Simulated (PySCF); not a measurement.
## Calculated data, ClGeH$_{2}$, BGeH$_{4}$, GeH$_{3}$N

All values are calculated (PySCF 2.14.0). Calculation on a computer-drawn molecule: vertical ionisation energy to the stated ion spin, frozen-core CCSD(T) at the basis limit and cheaper methods, single-reference cases, UHF for radicals, no spin-orbit; all values are single points at the evaluated structure, the first of each entry, which is the reference or a displaced copy of it and isn't optimised; the reference structure only sets the zero of the energies above reference; triples share is (T) over the correlation energy; on germanium a core potential holds 10 electrons, which the energies leave out, and 3d is frozen in MP2 and coupled-cluster steps.

Common to all runs: multiplicity 1; ion multiplicity 2; diffuse functions no; basis and core potential on germanium cc-pVnZ-PP ECP10MDF; reference is the Hartree-Fock double-zeta minimum; best is HF at quadruple zeta + MP2 correlation extrapolated from triple and quadruple zeta + CCSD(T) minus MP2 at triple zeta; basis step is the size of the change from the same recipe one zeta lower.

```yaml
- entry: 1
  formula: ClGeH2
  evaluated_structure:
    atoms_angstrom:
      - [Cl, -0.5049, 3.0893, -2.9369]
      - [Ge, 0.1143, 2.0427, -1.2303]
      - [H, 1.399, 1.6949, -1.1582]
      - [H, -0.7755, 2.1426, 0.0413]
  reference_structure:
    atoms_angstrom:
      - [Cl, -0.5377, 3.0401, -2.9161]
      - [Ge, 0.1282, 2.1249, -1.2034]
      - [H, 1.5297, 1.5735, -1.228]
      - [H, -0.8322, 2.0701, -0.0443]
  given:
    charge: 1
    basis: "cc-pV(n+d)Z"
    drawn_bonds_atom: [1, 2, 2]
    drawn_bonds_other_atom: [2, 3, 4]
    drawn_bonds_order: [1, 1, 1]
  results:
    "ionisation_energy_best [eV]": 18.25
    "ionisation_energy_basis_step [eV]": 0.06641
    "energy_above_reference_best [kcal/mol]": 12.7
    "energy_above_reference_basis_step [kcal/mol]": 0.1612
    triple_zeta_method: [HF, PBE, r2SCAN, B3LYP, wB97X, MP2, CCSD, "CCSD(T)"]
    "triple_zeta_ionisation_energy [eV]": [16.95, 17.88, 17.99, 18.04, 18.11, 18.21, 18.0, 18.07]
    "triple_zeta_energy_above_reference [kcal/mol]": [12.7, 12.58, 12.21, 12.21, 12.65, 12.65, 12.72, 12.68]
    "ionisation_energy_Koopmans_at_triple_zeta [eV]": 18.67
    "ionisation_energy_EOM_CCSD_at_triple_zeta [eV]": 18.11
    "total_energy_HF_triple_zeta [hartree]": -753.7885
    "total_energy_CCSD(T)_triple_zeta [hartree]": -754.1140
    "total_energy_best [hartree]": -754.1635
    T1_diagnostic_at_triple_zeta: 0.0148
    D1_diagnostic_at_triple_zeta: 0.0445
    ion_T1_diagnostic_at_triple_zeta: 0.02528
    ion_D1_diagnostic_at_triple_zeta: 0.1063
    ion_spin_squared_at_triple_zeta: 0.7622
    triples_share_at_triple_zeta: 0.03848
    basis_functions_triple_zeta: 106
- entry: 2
  formula: ClGeH2
  evaluated_structure:
    atoms_angstrom:
      - [Cl, -0.5782, 3.0432, -2.8839]
      - [Ge, 0.1336, 1.8699, -1.0129]
      - [H, 1.6357, 1.3829, -1.076]
      - [H, -0.6963, 1.8659, 0.2005]
  reference_structure:
    atoms_angstrom:
      - [Cl, -0.5377, 3.0401, -2.9161]
      - [Ge, 0.1282, 2.1249, -1.2034]
      - [H, 1.5297, 1.5735, -1.228]
      - [H, -0.8322, 2.0701, -0.0443]
  given:
    charge: 1
    basis: "cc-pV(n+d)Z"
    drawn_bonds_atom: [1, 2, 2]
    drawn_bonds_other_atom: [2, 3, 4]
    drawn_bonds_order: [1, 1, 1]
  results:
    "ionisation_energy_best [eV]": 17.51
    "ionisation_energy_basis_step [eV]": 0.05678
    "energy_above_reference_best [kcal/mol]": 15.73
    "energy_above_reference_basis_step [kcal/mol]": 0.5287
    triple_zeta_method: [HF, PBE, r2SCAN, B3LYP, wB97X, MP2, CCSD, "CCSD(T)"]
    "triple_zeta_ionisation_energy [eV]": [16.09, 17.36, 17.4, 17.41, 17.35, 17.41, 17.22, 17.33]
    "triple_zeta_energy_above_reference [kcal/mol]": [18.17, 13.36, 16.32, 14.18, 17.97, 16.96, 16.11, 15.47]
    "ionisation_energy_Koopmans_at_triple_zeta [eV]": 18.11
    "ionisation_energy_EOM_CCSD_at_triple_zeta [eV]": 17.4
    "total_energy_HF_triple_zeta [hartree]": -753.7798
    "total_energy_CCSD(T)_triple_zeta [hartree]": -754.1095
    "total_energy_best [hartree]": -754.1587
    T1_diagnostic_at_triple_zeta: 0.01843
    D1_diagnostic_at_triple_zeta: 0.05626
    ion_T1_diagnostic_at_triple_zeta: 0.01589
    ion_D1_diagnostic_at_triple_zeta: 0.05236
    ion_spin_squared_at_triple_zeta: 0.762
    triples_share_at_triple_zeta: 0.04087
    basis_functions_triple_zeta: 106
- entry: 3
  formula: BGeH4
  evaluated_structure:
    atoms_angstrom:
      - [B, 1.6186, 1.0348, -0.1299]
      - [Ge, 1.6886, 1.012, -2.2442]
      - [H, 1.7974, 0.0252, 0.4352]
      - [H, 1.4562, 2.0818, 0.4371]
      - [H, 2.991, 1.0658, -3.0087]
      - [H, 0.5356, 0.6881, -3.0571]
  reference_structure:
    atoms_angstrom:
      - [B, 1.5879, 1.0631, -0.124]
      - [Ge, 1.6869, 0.9339, -2.2042]
      - [H, 1.7307, 0.0561, 0.4899]
      - [H, 1.3937, 2.1374, 0.3447]
      - [H, 2.9794, 1.0887, -2.9845]
      - [H, 0.4731, 0.6763, -3.0781]
  given:
    charge: 1
    basis: cc-pVnZ
    drawn_bonds_atom: [1, 1, 1, 2, 2]
    drawn_bonds_other_atom: [2, 3, 4, 5, 6]
    drawn_bonds_order: [1, 1, 1, 1, 1]
  results:
    "ionisation_energy_best [eV]": 17.67
    "ionisation_energy_basis_step [eV]": 0.02775
    "energy_above_reference_best [kcal/mol]": 2.597
    "energy_above_reference_basis_step [kcal/mol]": 0.05491
    triple_zeta_method: [HF, PBE, r2SCAN, B3LYP, wB97X, MP2, CCSD, "CCSD(T)"]
    "triple_zeta_ionisation_energy [eV]": [16.76, 17.3, 17.41, 17.49, 17.51, 17.56, 17.55, 17.58]
    "triple_zeta_energy_above_reference [kcal/mol]": [2.103, 3.001, 2.561, 2.623, 2.45, 2.39, 2.532, 2.588]
    "ionisation_energy_Koopmans_at_triple_zeta [eV]": 17.74
    "ionisation_energy_EOM_CCSD_at_triple_zeta [eV]": 17.63
    "total_energy_HF_triple_zeta [hartree]": -320.0887
    "total_energy_CCSD(T)_triple_zeta [hartree]": -320.3177
    "total_energy_best [hartree]": -320.3428
    T1_diagnostic_at_triple_zeta: 0.01094
    D1_diagnostic_at_triple_zeta: 0.02042
    ion_T1_diagnostic_at_triple_zeta: 0.01627
    ion_D1_diagnostic_at_triple_zeta: 0.04318
    ion_spin_squared_at_triple_zeta: 0.7674
    triples_share_at_triple_zeta: 0.02519
    basis_functions_triple_zeta: 125
- entry: 4
  formula: GeH3N
  evaluated_structure:
    atoms_angstrom:
      - ["N", 0.2727, -0.4407, -1.3171]
      - [Ge, 1.9853, -0.9831, -1.3454]
      - [H, -0.1119, -0.4963, -0.3986]
      - [H, -0.3484, -0.0998, -1.978]
      - [H, 2.0737, -0.7568, -2.9336]
  reference_structure:
    atoms_angstrom:
      - ["N", 0.287, -0.4006, -1.2527]
      - [Ge, 2.0396, -0.8374, -1.3842]
      - [H, -0.1958, -0.3974, -0.374]
      - [H, -0.3141, -0.139, -2.011]
      - [H, 2.097, -0.6332, -2.9605]
  given:
    charge: 0
    basis: cc-pVnZ
    drawn_bonds_atom: [1, 1, 1, 2]
    drawn_bonds_other_atom: [2, 3, 4, 5]
    drawn_bonds_order: [1, 1, 1, 1]
  results:
    "ionisation_energy_best [eV]": 9.164
    "ionisation_energy_basis_step [eV]": 0.04461
    "energy_above_reference_best [kcal/mol]": 2.493
    "energy_above_reference_basis_step [kcal/mol]": 0.04366
    triple_zeta_method: [HF, PBE, r2SCAN, B3LYP, wB97X, MP2, CCSD, "CCSD(T)"]
    "triple_zeta_ionisation_energy [eV]": [8.228, 8.99, 9.022, 9.177, 9.254, 8.967, 9.037, 9.04]
    "triple_zeta_energy_above_reference [kcal/mol]": [2.282, 2.574, 2.276, 2.439, 2.337, 2.461, 2.484, 2.534]
    "ionisation_energy_Koopmans_at_triple_zeta [eV]": 9.13
    "ionisation_energy_EOM_CCSD_at_triple_zeta [eV]": 9.148
    "total_energy_HF_triple_zeta [hartree]": -349.6015
    "total_energy_CCSD(T)_triple_zeta [hartree]": -349.9579
    "total_energy_best [hartree]": -350.0024
    T1_diagnostic_at_triple_zeta: 0.01671
    D1_diagnostic_at_triple_zeta: 0.04747
    ion_T1_diagnostic_at_triple_zeta: 0.02459
    ion_D1_diagnostic_at_triple_zeta: 0.07625
    ion_spin_squared_at_triple_zeta: 0.7947
    triples_share_at_triple_zeta: 0.03758
    basis_functions_triple_zeta: 111
    "dipole_magnitude_HF_at_triple_zeta [debye]": 1.321
    "dipole_magnitude_CCSD_unrelaxed_at_triple_zeta [debye]": 1.537
    "dipole_magnitude_PBE_at_triple_zeta [debye]": 1.71
    "dipole_magnitude_r2SCAN_at_triple_zeta [debye]": 1.702
    "dipole_magnitude_B3LYP_at_triple_zeta [debye]": 1.566
    "dipole_magnitude_wB97X_at_triple_zeta [debye]": 1.513
- entry: 5
  formula: ClGeH2
  evaluated_structure:
    atoms_angstrom:
      - [Cl, -0.5328, 3.0194, -2.9295]
      - [Ge, 0.1274, 2.1083, -1.2187]
      - [H, 1.4367, 1.6448, -1.2466]
      - [H, -0.7539, 2.115, -0.0686]
  reference_structure:
    atoms_angstrom:
      - [Cl, -0.5377, 3.0401, -2.9161]
      - [Ge, 0.1282, 2.1249, -1.2034]
      - [H, 1.5297, 1.5735, -1.228]
      - [H, -0.8322, 2.0701, -0.0443]
  given:
    charge: 1
    basis: "cc-pV(n+d)Z"
    drawn_bonds_atom: [1, 2, 2]
    drawn_bonds_other_atom: [2, 3, 4]
    drawn_bonds_order: [1, 1, 1]
  results:
    "ionisation_energy_best [eV]": 18.4
    "ionisation_energy_basis_step [eV]": 0.06888
    "energy_above_reference_best [kcal/mol]": 5.49
    "energy_above_reference_basis_step [kcal/mol]": 0.03556
    triple_zeta_method: [HF, PBE, r2SCAN, B3LYP, wB97X, MP2, CCSD, "CCSD(T)"]
    "triple_zeta_ionisation_energy [eV]": [17.11, 18.01, 18.13, 18.18, 18.25, 18.36, 18.15, 18.22]
    "triple_zeta_energy_above_reference [kcal/mol]": [4.504, 6.15, 4.803, 5.359, 4.824, 5.034, 5.417, 5.565]
    "ionisation_energy_Koopmans_at_triple_zeta [eV]": 18.79
    "ionisation_energy_EOM_CCSD_at_triple_zeta [eV]": 18.25
    "total_energy_HF_triple_zeta [hartree]": -753.8016
    "total_energy_CCSD(T)_triple_zeta [hartree]": -754.1253
    "total_energy_best [hartree]": -754.1750
    T1_diagnostic_at_triple_zeta: 0.01365
    D1_diagnostic_at_triple_zeta: 0.04052
    ion_T1_diagnostic_at_triple_zeta: 0.02482
    ion_D1_diagnostic_at_triple_zeta: 0.1048
    ion_spin_squared_at_triple_zeta: 0.762
    triples_share_at_triple_zeta: 0.03774
    basis_functions_triple_zeta: 106
- entry: 6
  formula: ClGeH2
  evaluated_structure:
    atoms_angstrom:
      - [Cl, -0.4841, 3.0306, -2.971]
      - [Ge, 0.3118, 2.0933, -1.2032]
      - [H, 1.4914, 1.5284, -1.3166]
      - [H, -0.7929, 2.0094, -0.0742]
  reference_structure:
    atoms_angstrom:
      - [Cl, -0.5377, 3.0401, -2.9161]
      - [Ge, 0.1282, 2.1249, -1.2034]
      - [H, 1.5297, 1.5735, -1.228]
      - [H, -0.8322, 2.0701, -0.0443]
  given:
    charge: 1
    basis: "cc-pV(n+d)Z"
    drawn_bonds_atom: [1, 2, 2]
    drawn_bonds_other_atom: [2, 3, 4]
    drawn_bonds_order: [1, 1, 1]
  results:
    "ionisation_energy_best [eV]": 17.97
    "ionisation_energy_basis_step [eV]": 0.06421
    "energy_above_reference_best [kcal/mol]": 16.32
    "energy_above_reference_basis_step [kcal/mol]": 0.2753
    triple_zeta_method: [HF, PBE, r2SCAN, B3LYP, wB97X, MP2, CCSD, "CCSD(T)"]
    "triple_zeta_ionisation_energy [eV]": [16.61, 17.71, 17.79, 17.82, 17.82, 17.9, 17.7, 17.79]
    "triple_zeta_energy_above_reference [kcal/mol]": [16.72, 15.52, 15.68, 15.35, 16.53, 16.45, 16.44, 16.27]
    "ionisation_energy_Koopmans_at_triple_zeta [eV]": 18.42
    "ionisation_energy_EOM_CCSD_at_triple_zeta [eV]": 17.83
    "total_energy_HF_triple_zeta [hartree]": -753.7821
    "total_energy_CCSD(T)_triple_zeta [hartree]": -754.1082
    "total_energy_best [hartree]": -754.1578
    T1_diagnostic_at_triple_zeta: 0.01594
    D1_diagnostic_at_triple_zeta: 0.04857
    ion_T1_diagnostic_at_triple_zeta: 0.01992
    ion_D1_diagnostic_at_triple_zeta: 0.07817
    ion_spin_squared_at_triple_zeta: 0.7618
    triples_share_at_triple_zeta: 0.03904
    basis_functions_triple_zeta: 106
- entry: 7
  formula: ClGeH2
  evaluated_structure:
    atoms_angstrom:
      - [Cl, -0.4841, 3.0306, -2.971]
      - [Ge, 0.3118, 2.0933, -1.2032]
      - [H, 1.4914, 1.5284, -1.3166]
      - [H, -1.0792, 1.9877, 0.2184]
  reference_structure:
    atoms_angstrom:
      - [Cl, -0.5377, 3.0401, -2.9161]
      - [Ge, 0.1282, 2.1249, -1.2034]
      - [H, 1.5297, 1.5735, -1.228]
      - [H, -0.8322, 2.0701, -0.0443]
  given:
    charge: 1
    basis: "cc-pV(n+d)Z"
    drawn_bonds_atom: [1, 2, 2]
    drawn_bonds_other_atom: [2, 3, 4]
    drawn_bonds_order: [1, 1, 1]
  results:
    "ionisation_energy_best [eV]": 17.72
    "ionisation_energy_basis_step [eV]": 0.04849
    "energy_above_reference_best [kcal/mol]": 40.81
    "energy_above_reference_basis_step [kcal/mol]": 0.2904
    triple_zeta_method: [HF, PBE, r2SCAN, B3LYP, wB97X, MP2, CCSD, "CCSD(T)"]
    "triple_zeta_ionisation_energy [eV]": [16.42, 17.26, 17.36, 17.43, 17.56, 17.73, 17.48, 17.54]
    "triple_zeta_energy_above_reference [kcal/mol]": [45.94, 37.53, 40.38, 39.36, 43.09, 43.25, 41.53, 40.76]
    "ionisation_energy_Koopmans_at_triple_zeta [eV]": 17.97
    "ionisation_energy_EOM_CCSD_at_triple_zeta [eV]": 17.56
    "total_energy_HF_triple_zeta [hartree]": -753.7355
    "total_energy_CCSD(T)_triple_zeta [hartree]": -754.0692
    "total_energy_best [hartree]": -754.1187
    T1_diagnostic_at_triple_zeta: 0.01679
    D1_diagnostic_at_triple_zeta: 0.04799
    ion_T1_diagnostic_at_triple_zeta: 0.04099
    ion_D1_diagnostic_at_triple_zeta: 0.1718
    ion_spin_squared_at_triple_zeta: 0.8191
    triples_share_at_triple_zeta: 0.04099
    basis_functions_triple_zeta: 106
- entry: 8
  formula: BGeH4
  evaluated_structure:
    atoms_angstrom:
      - [B, 1.5879, 1.0631, -0.124]
      - [Ge, 1.6869, 0.9339, -2.2042]
      - [H, 1.7307, 0.0561, 0.4899]
      - [H, 1.3937, 2.1374, 0.3447]
      - [H, 2.9794, 1.0887, -2.9845]
      - [H, 0.4731, 0.6763, -3.0781]
  reference_structure:
    atoms_angstrom:
      - [B, 1.5879, 1.0631, -0.124]
      - [Ge, 1.6869, 0.9339, -2.2042]
      - [H, 1.7307, 0.0561, 0.4899]
      - [H, 1.3937, 2.1374, 0.3447]
      - [H, 2.9794, 1.0887, -2.9845]
      - [H, 0.4731, 0.6763, -3.0781]
  given:
    charge: 1
    basis: cc-pVnZ
    drawn_bonds_atom: [1, 1, 1, 2, 2]
    drawn_bonds_other_atom: [2, 3, 4, 5, 6]
    drawn_bonds_order: [1, 1, 1, 1, 1]
  results:
    "ionisation_energy_best [eV]": 17.66
    "ionisation_energy_basis_step [eV]": 0.02781
    "energy_above_reference_best [kcal/mol]": 0.0
    "energy_above_reference_basis_step [kcal/mol]": 0.0
    triple_zeta_method: [HF, PBE, r2SCAN, B3LYP, wB97X, MP2, CCSD, "CCSD(T)"]
    "triple_zeta_ionisation_energy [eV]": [16.77, 17.28, 17.39, 17.47, 17.5, 17.55, 17.55, 17.57]
    "triple_zeta_energy_above_reference [kcal/mol]": [0.0, 0.0, 0.0, 0.0, 0.0, 0.0, 0.0, 0.0]
    "ionisation_energy_Koopmans_at_triple_zeta [eV]": 17.75
    "ionisation_energy_EOM_CCSD_at_triple_zeta [eV]": 17.62
    "total_energy_HF_triple_zeta [hartree]": -320.0920
    "total_energy_CCSD(T)_triple_zeta [hartree]": -320.3218
    "total_energy_best [hartree]": -320.3469
    T1_diagnostic_at_triple_zeta: 0.01123
    D1_diagnostic_at_triple_zeta: 0.02004
    ion_T1_diagnostic_at_triple_zeta: 0.0166
    ion_D1_diagnostic_at_triple_zeta: 0.0424
    ion_spin_squared_at_triple_zeta: 0.7688
    triples_share_at_triple_zeta: 0.02549
    basis_functions_triple_zeta: 125
- entry: 9
  formula: BGeH4
  evaluated_structure:
    atoms_angstrom:
      - [B, 1.5693, 1.0702, -0.1053]
      - [Ge, 1.6864, 0.9379, -2.2043]
      - [H, 1.7461, 0.0569, 0.5046]
      - [H, 1.3595, 2.1923, 0.3646]
      - [H, 2.9899, 1.102, -3.0069]
      - [H, 0.4728, 0.6579, -3.0604]
  reference_structure:
    atoms_angstrom:
      - [B, 1.5879, 1.0631, -0.124]
      - [Ge, 1.6869, 0.9339, -2.2042]
      - [H, 1.7307, 0.0561, 0.4899]
      - [H, 1.3937, 2.1374, 0.3447]
      - [H, 2.9794, 1.0887, -2.9845]
      - [H, 0.4731, 0.6763, -3.0781]
  given:
    charge: 1
    basis: cc-pVnZ
    drawn_bonds_atom: [1, 1, 1, 2, 2]
    drawn_bonds_other_atom: [2, 3, 4, 5, 6]
    drawn_bonds_order: [1, 1, 1, 1, 1]
  results:
    "ionisation_energy_best [eV]": 17.53
    "ionisation_energy_basis_step [eV]": 0.02815
    "energy_above_reference_best [kcal/mol]": 0.9748
    "energy_above_reference_basis_step [kcal/mol]": 0.03073
    triple_zeta_method: [HF, PBE, r2SCAN, B3LYP, wB97X, MP2, CCSD, "CCSD(T)"]
    "triple_zeta_ionisation_energy [eV]": [16.64, 17.16, 17.27, 17.35, 17.38, 17.43, 17.42, 17.44]
    "triple_zeta_energy_above_reference [kcal/mol]": [1.195, 0.6213, 1.066, 1.028, 1.073, 1.13, 0.9629, 0.9039]
    "ionisation_energy_Koopmans_at_triple_zeta [eV]": 17.62
    "ionisation_energy_EOM_CCSD_at_triple_zeta [eV]": 17.49
    "total_energy_HF_triple_zeta [hartree]": -320.0901
    "total_energy_CCSD(T)_triple_zeta [hartree]": -320.3204
    "total_energy_best [hartree]": -320.3454
    T1_diagnostic_at_triple_zeta: 0.01132
    D1_diagnostic_at_triple_zeta: 0.02008
    ion_T1_diagnostic_at_triple_zeta: 0.01662
    ion_D1_diagnostic_at_triple_zeta: 0.0415
    ion_spin_squared_at_triple_zeta: 0.7696
    triples_share_at_triple_zeta: 0.02585
    basis_functions_triple_zeta: 125
- entry: 10
  formula: BGeH4
  evaluated_structure:
    atoms_angstrom:
      - [B, 1.5845, 1.056, -0.0947]
      - [Ge, 1.7236, 0.9339, -2.2275]
      - [H, 1.7787, 0.0289, 0.5397]
      - [H, 1.3464, 2.1787, 0.2927]
      - [H, 2.9807, 1.1206, -2.9959]
      - [H, 0.6258, 0.6747, -3.0134]
  reference_structure:
    atoms_angstrom:
      - [B, 1.5879, 1.0631, -0.124]
      - [Ge, 1.6869, 0.9339, -2.2042]
      - [H, 1.7307, 0.0561, 0.4899]
      - [H, 1.3937, 2.1374, 0.3447]
      - [H, 2.9794, 1.0887, -2.9845]
      - [H, 0.4731, 0.6763, -3.0781]
  given:
    charge: 1
    basis: cc-pVnZ
    drawn_bonds_atom: [1, 1, 1, 2, 2]
    drawn_bonds_other_atom: [2, 3, 4, 5, 6]
    drawn_bonds_order: [1, 1, 1, 1, 1]
  results:
    "ionisation_energy_best [eV]": 17.45
    "ionisation_energy_basis_step [eV]": 0.02816
    "energy_above_reference_best [kcal/mol]": 7.973
    "energy_above_reference_basis_step [kcal/mol]": 0.04641
    triple_zeta_method: [HF, PBE, r2SCAN, B3LYP, wB97X, MP2, CCSD, "CCSD(T)"]
    "triple_zeta_ionisation_energy [eV]": [16.52, 17.11, 17.2, 17.29, 17.29, 17.33, 17.33, 17.36]
    "triple_zeta_energy_above_reference [kcal/mol]": [7.12, 8.334, 7.484, 7.884, 7.414, 7.623, 7.87, 7.943]
    "ionisation_energy_Koopmans_at_triple_zeta [eV]": 17.48
    "ionisation_energy_EOM_CCSD_at_triple_zeta [eV]": 17.4
    "total_energy_HF_triple_zeta [hartree]": -320.0807
    "total_energy_CCSD(T)_triple_zeta [hartree]": -320.3091
    "total_energy_best [hartree]": -320.3342
    T1_diagnostic_at_triple_zeta: 0.0106
    D1_diagnostic_at_triple_zeta: 0.01927
    ion_T1_diagnostic_at_triple_zeta: 0.01545
    ion_D1_diagnostic_at_triple_zeta: 0.04121
    ion_spin_squared_at_triple_zeta: 0.7662
    triples_share_at_triple_zeta: 0.02513
    basis_functions_triple_zeta: 125
```
